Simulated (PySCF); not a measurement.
**Nuclear quadrupole coupling in `Cc1ccpc(N(C)C)c1`**

C8H12NP.
Geometry (GFN2-xTB, Å), atoms numbered from 1 in this order:
```
atom  x, y, z in Å
C1     2.817   -1.372    0.337
C2     1.811   -0.421   -0.243
C3     2.224    0.506   -1.196
C4     1.373    1.423   -1.766
P5    -0.310    1.620   -1.425
C6    -0.539    0.349   -0.214
N7    -1.800    0.191    0.295
C8    -2.843    1.068   -0.164
C9    -2.052   -0.657    1.433
C10    0.503   -0.480    0.206
H11    3.639   -1.539   -0.355
H12    2.359   -2.330    0.575
H13    3.231   -0.961    1.259
H14    3.262    0.501   -1.503
H15    1.769    2.109   -2.506
H16   -2.658    2.107    0.138
H17   -3.802    0.747    0.236
H18   -2.894    1.044   -1.257
H19   -3.070   -0.499    1.781
H20   -1.372   -0.430    2.260
H21   -1.942   -1.714    1.170
H22    0.283   -1.243    0.939
```

Field gradients from the PBE0/pcSseg-1 density (PySCF, non-relativistic), principal values in atomic units, ordered |Vxx| ≤ |Vyy| ≤ |Vzz|:

```json
{"atom": "N7", "Vxx": "0.5534", "Vyy": "0.6304", "Vzz": "-1.1838"}
```

Find the asymmetry η = (Vxx − Vyy)/Vzz and the couplings χ = eQV/h (234.96 MHz × Q in barn × V in au), with Q(14N) = 0.02044 b.

```tsv
atom	environment	nucleus	η	χzz (MHz)	χxx (MHz)	χyy (MHz)
N7	aniline-type nitrogen	14N	0.07	-5.69	2.66	3.03
```

The tensor is traceless: Vxx + Vyy + Vzz = 0.

What is Vzz at N7 in SI units (1 au = 9.71736 × 10²¹ V/m²)?

-1.1838 au = -11.503 × 10²¹ V/m².

And the gradient at the other heavy atoms, for which no coupling is worked out here?

```
atom                       environment  Vzz (au)     η
  C1              benzylic-type carbon     0.063  0.31
  C2       substituted aromatic carbon     0.355  0.31
  C3                aromatic CH carbon     0.240  0.32
  C4                aromatic CH carbon     0.347  0.18
  P5          phosphorus bonded to 2 C    -1.015  0.34
  C6  aromatic carbon bearing nitrogen    -0.303  0.96
  C8                   N-methyl carbon     0.275  0.09
  C9                   N-methyl carbon     0.271  0.09
 C10                aromatic CH carbon     0.182  0.49
```

Were the hydrogens deuterons (Q(2H) = 0.00286 b), χzz would run from 194 kHz (H16) to 218 kHz (H22).

Geometry: GFN2-xTB; no solvent, vibrations or thermal averaging. GFN2-xTB frequencies show an imaginary mode (37i cm⁻¹), so this geometry is no minimum at that level. GFN2-xTB bond lengths can be off by several hundredths of an ångström, more for odd bonds, and the gradients follow them. These gradients aren't converged with respect to the basis.
